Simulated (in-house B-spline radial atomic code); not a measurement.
Whole-atom quantities along the 33-electron series, configuration [Ar] 3d10 4s2 4p3. Breit and QED terms are first order and not part of the total energy; the density at the nucleus is averaged over the nuclear charge. Computed with an all-electron radial atomic-structure program (B-spline basis): Dirac-Hartree-Fock, average of the configuration, finite nuclei.

| ion | Z | E/Z² (Eh) | Σ<r²> (bohr²) | n(0)/Z³ (bohr⁻³) | Lamb diamagnetic shielding (ppm) | repulsion over attraction | Breit energy (eV) | self-energy (eV) | vacuum polarisation (eV) | Dirac less non-relativistic energy (Eh) |
| --- | --- | --- | --- | --- | --- | --- | --- | --- | --- | --- |
| Zr7+ | 40 | -2.2398 | 12.559 | 1.1367 | 3782.47 | 0.14489 | 55.359 | 41.545 | -4.5297 | -58.08 |
| Nb8+ | 41 | -2.2607 | 11.312 | 1.1638 | 3904.8 | 0.14231 | 60.23 | 45.289 | -5.0199 | -64.642 |
| Mo9+ | 42 | -2.281 | 10.257 | 1.191 | 4027.63 | 0.13978 | 65.39 | 49.271 | -5.5508 | -71.763 |
| Tc10+ | 43 | ? | ? | ? | ? | ? | ? | ? | ? | ? |
| Ru11+ | 44 | ? | ? | ? | ? | ? | ? | ? | ? | ? |
| Rh12+ | 45 | -2.3387 | 7.8904 | 1.2849 | 4399.47 | 0.13246 | 82.706 | 62.751 | -7.4154 | -96.826 |
| Pd13+ | 46 | -2.3569 | 7.2905 | 1.3186 | 4524.65 | 0.13013 | 89.12 | 67.791 | -8.1368 | -106.53 |

Fill in the row of Tc10+.

E/Z² (Eh): -2.3008; Σ<r²> (bohr²): 9.3537; n(0)/Z³ (bohr⁻³): 1.2219; Lamb diamagnetic shielding (ppm): 4151; repulsion over attraction: 0.13729; Breit energy (eV): 70.85; self-energy (eV): 53.503; vacuum polarisation (eV): -6.1254; Dirac less non-relativistic energy (Eh): -79.479.

Fill in the row of Ru11+.

E/Z² (Eh): -2.32; Σ<r²> (bohr²): 8.5724; n(0)/Z³ (bohr⁻³): 1.2518; Lamb diamagnetic shielding (ppm): 4274.93; repulsion over attraction: 0.13485; Breit energy (eV): 76.619; self-energy (eV): 57.992; vacuum polarisation (eV): -6.7458; Dirac less non-relativistic energy (Eh): -87.82.

With what power of Z does the column «Breit energy (eV)» change over this range?

A fit of the logarithm of its size against log Z from Z = 40 to 46 has slope 3.41.
